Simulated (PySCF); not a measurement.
MoO₂F₂, SMILES [Mo]([F])(=[O])([F])=[O], multiplicity 1.

Coordinates come from a PBE-D3(BJ)/def2-SVP optimisation. The spin state was assumed, not searched. The def2 effective core potentials stand for the cores of Mo; spin–orbit coupling is left out.

Method: PBE-D3(BJ)/def2-SVP run with PySCF.

Frequencies are harmonic and unscaled.

Computed harmonic wavenumbers and intensities:
```
mode  ν (cm⁻¹)  IR (km/mol)  moving atoms (share of kinetic energy)
----  --------  -----------  --------------------------------------
1          174          7.5                         F 86 %, Mo 11 %
2          227         12.4                 F 49 %, O 28 %, Mo 23 %
3          238          0.0                          O 61 %, F 39 %
4          264         17.2                 O 59 %, F 24 %, Mo 17 %
5          358          2.3                          O 87 %, Mo 9 %
6          695         70.4                         F 87 %, Mo 11 %
7          723        124.3                         F 75 %, Mo 25 %
8         1012        166.7                         O 81 %, Mo 19 %
9         1027         67.2                         O 88 %, Mo 12 %
```
